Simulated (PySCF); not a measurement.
Electron correlation in Mn (manganese, neutral)

[Ar] 3d5 4s2, high-spin 6S determinant. Computed with PySCF 2.14 in x2c-SVPall, with the spin-free X2C one-electron Hamiltonian (Gaussian nucleus). Frozen: [Ar]; 7 electrons correlated.

MP2 pair energies summed by pair of shells (mhartree):

```json
{"pair": "3d-3d", "energy": "-45.41", "share (%)": "59.5"}
{"pair": "4s-4s", "energy": "-18.79", "share (%)": "24.6"}
{"pair": "3d-4s", "energy": "-12.10", "share (%)": "15.9"}
```

Total MP2 correlation energy: -76.29 mhartree.

Same-spin part -50.32 and opposite-spin part -25.97 mhartree; SCS-MP2 scales them by 1/3 and 6/5 to -47.94 mhartree.
